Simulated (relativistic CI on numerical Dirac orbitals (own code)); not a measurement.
**Ligand-field terms of d2**

Computed with a parametric ligand-field model of a d^n configuration (Racah B and C, spin-orbit zeta, crystal field), exact diagonalisation.

Field parameters in Wybourne normalisation: Oh B⁴₀ = 21Dq, B⁴₄ = √(5/14) B⁴₀. The field is a parameter set, without covalency.

(1) Ground term and bands for B = 640, C = 3130, ζ = 0 cm⁻¹, Oh, 10Dq = 13440 cm⁻¹?

(2) Ground term and bands for B = 640, C = 3130, ζ = 0 cm⁻¹, Oh, 10Dq = 8320 cm⁻¹?

(3) Ground term and bands for B = 640, C = 3130, ζ = 0 cm⁻¹, Oh, 10Dq = 5760 cm⁻¹?

(4) Ground term and bands for B = 640, C = 3130, ζ = 0 cm⁻¹, Oh, 10Dq = 1920 cm⁻¹?

(5) Ground term and bands for B = 640, C = 3130, ζ = 0 cm⁻¹, Oh, 10Dq = 3200 cm⁻¹?

Answers

(1) Ground term 3T1 with 0.04 electrons in the two orbitals of the cubic e set. Spin-allowed: 3T2 12260 cm⁻¹ (816 nm), 3T1 20679 cm⁻¹ (484 nm), 3A2 25700 cm⁻¹ (389 nm). Lowest spin-forbidden: 1T2 10466 cm⁻¹ (955 nm), 1E 10654 cm⁻¹ (939 nm), 1A1 21639 cm⁻¹ (462 nm).

(2) Ground term 3T1 with 0.06 electrons in the two orbitals of the cubic e set. Spin-allowed: 3T2 7379 cm⁻¹ (1355 nm), 3A2 15699 cm⁻¹ (637 nm), 3T1 16038 cm⁻¹ (624 nm). Lowest spin-forbidden: 1T2 10485 cm⁻¹ (954 nm), 1E 10778 cm⁻¹ (928 nm), 1T2 19353 cm⁻¹ (517 nm).

(3) Ground term 3T1 with 0.08 electrons in the two orbitals of the cubic e set. Spin-allowed: 3T2 5003 cm⁻¹ (1999 nm), 3A2 10763 cm⁻¹ (929 nm), 3T1 13845 cm⁻¹ (722 nm). Lowest spin-forbidden: 1T2 10436 cm⁻¹ (958 nm), 1E 10828 cm⁻¹ (924 nm), 1T2 17209 cm⁻¹ (581 nm).

(4) Ground term 3T1 with 0.15 electrons in the two orbitals of the cubic e set. Spin-allowed: 3T2 1591 cm⁻¹, 3A2 3511 cm⁻¹ (2849 nm), 3T1 10861 cm⁻¹ (921 nm). Lowest spin-forbidden: 1T2 10023 cm⁻¹ (998 nm), 1E 10556 cm⁻¹ (947 nm), 1T2 14638 cm⁻¹ (683 nm).

(5) Ground term 3T1 with 0.12 electrons in the two orbitals of the cubic e set. Spin-allowed: 3T2 2701 cm⁻¹, 3A2 5901 cm⁻¹ (1695 nm), 3T1 11801 cm⁻¹ (847 nm). Lowest spin-forbidden: 1T2 10241 cm⁻¹ (977 nm), 1E 10766 cm⁻¹ (929 nm), 1T2 15361 cm⁻¹ (651 nm).
